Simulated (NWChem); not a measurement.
Si₂H₄OF₂; SMILES O[Si@@H](F)[SiH2]F

```xyz
9

O     -1.1425    -1.7207    -0.3348
Si     0.0359    -0.8318     0.4119
F      1.5068    -1.4073     0.0160
Si    -0.2189     1.3197    -0.4740
F      0.8329     2.3167     0.2770
H     -1.2890    -2.6284    -0.0508
H     -0.0479    -0.9383     1.8975
H      0.0733     1.3359    -1.9362
H     -1.5976     1.8348    -0.2294
```
Atoms are numbered in this order, from 1.

Structure relaxed at the PBE0/def2-SVP level.

Question: Give the principal values of the shielding tensors (ppm) of O1, Si2, F3, Si4, F5 from BHandHLYP/pcSseg-1, GIAO (NWChem), with their diamagnetic and paramagnetic parts as GIAO splits them.

Answer: 
| atom | σ11 | σ22 | σ33 | isotropic | diamagnetic | paramagnetic |
|---|---|---|---|---|---|---|
| O1 | 226.0 | 283.9 | 326.2 | 278.7 | 391.9 | -113.2 |
| Si2 | 342.6 | 368.0 | 392.4 | 367.7 | 877.6 | -510.0 |
| F3 | 256.5 | 364.8 | 418.9 | 346.7 | 474.1 | -127.4 |
| Si4 | 308.0 | 331.6 | 458.3 | 366.0 | 877.6 | -511.6 |
| F5 | 411.9 | 431.0 | 470.6 | 437.9 | 474.0 | -36.1 |
